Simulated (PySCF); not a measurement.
## Electric field gradients and quadrupole coupling constants

Species: C6H6FNO.
SMILES with atom numbers: `[CH2:1]=[C:2]([CH2:3][F:4])[c:5]1[cH:6][o:7][cH:8][n:9]1` (hydrogens: H10, H11 on C1; H12, H13 on C3; H14 on C6; H15 on C8)

Structure used (GFN2-xTB), in Å, numbered top down from 1:
```xyz
15
C6H6FNO angstrom
C     -1.641   -1.227    0.119
C     -0.900   -0.140   -0.070
C     -1.487    1.197   -0.426
F     -2.852    1.148   -0.530
C      0.548   -0.131    0.045
C      1.428   -1.137    0.347
O      2.675   -0.625    0.331
C      2.511    0.665    0.022
N      1.284    1.014   -0.158
H     -1.204   -2.175    0.373
H     -2.711   -1.189    0.023
H     -1.244    1.940    0.342
H     -1.097    1.544   -1.389
H      1.315   -2.176    0.576
H      3.370    1.300   -0.053
```

Field gradients from the PBE0/pcSseg-1 density (PySCF, non-relativistic), principal values in atomic units, ordered |Vxx| ≤ |Vyy| ≤ |Vzz|:

```csv
atom,Vxx,Vyy,Vzz
O7,-0.6039,-0.7509,1.3547
N9,0.3970,0.5388,-0.9358
```

Task: Find the asymmetry η = (Vxx − Vyy)/Vzz and the couplings χ = eQV/h (234.96 MHz × Q in barn × V in au), with Q(17O) = −0.0256 b, Q(14N) = 0.02044 b.

Result: 
| atom | environment | nucleus | η | χzz (MHz) | χxx (MHz) | χyy (MHz) |
| --- | --- | --- | --- | --- | --- | --- |
| O7 | furan-type oxygen | 17O | 0.11 | -8.15 | 3.63 | 4.52 |
| N9 | pyridine-type nitrogen | 14N | 0.15 | -4.494 | 1.907 | 2.588 |

Task: What is Vzz at O7 in SI units (1 au = 9.71736 × 10²¹ V/m²)?

Result: 1.3547 au = 13.164 × 10²¹ V/m².

Task: What couplings would deuterons (Q(2H) = 0.00286 b) have in place of the hydrogens, at this geometry?

Result: 
```
atom  bonded to  bond length (Å)  Vzz (au)     η  χzz (kHz)
 H10         C1            1.075    0.3425  0.06        230
 H11         C1            1.075    0.3364  0.04        226
 H12         C3            1.095    0.2863  0.07        192
 H13         C3            1.095    0.2862  0.07        192
 H14         C6            1.070    0.3450  0.11        232
 H15         C8            1.071    0.3380  0.09        227
```

Geometry: GFN2-xTB, one conformer, isolated molecule. GFN2-xTB bond lengths can be off by several hundredths of an ångström, more for odd bonds, and the gradients follow them. The small basis limits the accuracy of the gradients.
